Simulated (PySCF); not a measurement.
Electron correlation in Cr²⁺ (chromium, charge +2)

[Ar] 3d4, high-spin 5D determinant. All numbers are calculated (PySCF 2.14, the non-relativistic Hamiltonian (point nucleus), in def2-QZVPPD). Frozen: [Ar]; 4 electrons correlated.

```csv
level,correlation energy (mhartree)
CCSD,-48.22
(T),-0.42
CCSD(T),-48.64
```

Diagnostics: T1 = 0.0036, D1 = 0.0052, largest double amplitude 0.015.

Q: Is a single reference adequate?

A: Yes: T1 lies below 0.03 and no double amplitude reaches 0.07.
